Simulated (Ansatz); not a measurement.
Basis sets compared for the cluster Rb2H3. Total charge 0; doublet. Geometry r2SCAN-D4/def2-TZVP. Ansatz on 4 threads of Arm Neoverse V1 on a shared host; times are rough, and most runs start from earlier orbitals.

```
atom   x (Å)   y (Å)   z (Å)
 Rb1   1.100   0.681  -1.573
 Rb2  -2.476   2.333   0.082
  H3   1.336  -1.950   0.543
  H4  -0.725   0.404   0.315
  H5   0.764  -1.469   0.633
```

In the def2 sets Rb takes a core potential; there is no spin–orbit coupling. In the doublet, H3 and H5 lie 0.75 Å apart (atoms count from 1), so H2 has formed as a molecule. The structure comes from a short search, and lower isomers may exist.

Binding counts from free atoms (Rb doublet, H doublet) in the same basis, without a counterpoise term.

```json
{"level": "PBE-D4/def2-SVP", "functions": "63", "energy (Eh)": "-49.9107", "HOMO (eV)": "-2.02", "LUMO (eV)": "-1.62", "binding per atom (eV)": "1.37", "wall time": "1.1 s"}
{"level": "PBE-D4/def2-TZVP", "functions": "84", "energy (Eh)": "-49.9188", "HOMO (eV)": "-2.01", "LUMO (eV)": "-1.61", "binding per atom (eV)": "1.39", "wall time": "1.4 s"}
{"level": "r2SCAN-D4/def2-TZVP", "functions": "84", "energy (Eh)": "-49.9506", "HOMO (eV)": "-1.98", "LUMO (eV)": "-1.46", "binding per atom (eV)": "1.41", "wall time": "3 s"}
{"level": "PBE0-D4/def2-SVP", "functions": "63", "energy (Eh)": "-49.9127", "HOMO (eV)": "-2.35", "LUMO (eV)": "-1.23", "binding per atom (eV)": "1.35", "wall time": "1.1 s"}
{"level": "PBE0-D4/def2-TZVP", "functions": "84", "energy (Eh)": "-49.9198", "HOMO (eV)": "-2.35", "LUMO (eV)": "-1.21", "binding per atom (eV)": "1.38", "wall time": "3.1 s"}
```

Task: Estimate the rows for PBE-D4/def2-TZVPD, r2SCAN-D4/def2-TZVPD, PBE0-D4/def2-TZVPD.

Result: 
| level | functions | energy (Eh) | HOMO (eV) | LUMO (eV) | binding per atom (eV) | wall time |
| --- | --- | --- | --- | --- | --- | --- |
| PBE-D4/def2-TZVPD | 93 | -49.9194 | -2.00 | -1.60 | 1.39 | 1.7 s |
| r2SCAN-D4/def2-TZVPD | 93 | -49.9514 | -1.97 | -1.45 | 1.41 | 3.3 s |
| PBE0-D4/def2-TZVPD | 93 | -49.9206 | -2.34 | -1.20 | 1.38 | 1.5 s |
